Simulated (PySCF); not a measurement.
## How methods differ on the ionisation energy of Te⁺

Te⁺ [Kr] 4d10 5s2 5p3 (4S) → Te²⁺ [Kr] 4d10 5s2 5p2 (3P), as a difference of total energies. All numbers are calculated (PySCF 2.14, scalar relativity by spin-free X2C-1e, in aug-cc-pVQZ-DK3 (9s8p6d3f2g, 102 functions)). Correlated levels: valence: [Kr] 4d10 frozen. The calculations carry no spin-orbit coupling.

```json
{"method": "UHF", "ionisation energy (eV)": "18.348"}
{"method": "LDA", "ionisation energy (eV)": "18.940"}
{"method": "PBE", "ionisation energy (eV)": "18.750"}
{"method": "PBE0", "ionisation energy (eV)": "18.854"}
{"method": "r2SCAN", "ionisation energy (eV)": "18.993"}
{"method": "wB97M-V", "ionisation energy (eV)": "18.678"}
{"method": "HSE06", "ionisation energy (eV)": "18.822"}
{"method": "BP86", "ionisation energy (eV)": "18.855"}
{"method": "MP2 (valence)", "ionisation energy (eV)": "18.812"}
{"method": "SCS-MP2 (valence)", "ionisation energy (eV)": "18.685"}
```

**Question.** How much does correlation contribute at MP2 (valence)?

**Answer.** 18.812 − (18.348) = 0.464 eV, measured against UHF.

A first-order spin-orbit estimate (lowest level to lowest level, LS coupling) adds -0.612 eV.

Errors of the correlated levels include the incompleteness of this basis and the frozen core.

For comparison: 18.6 ± 0.4 eV (measured; NIST Atomic Spectra Database, ionization energies).
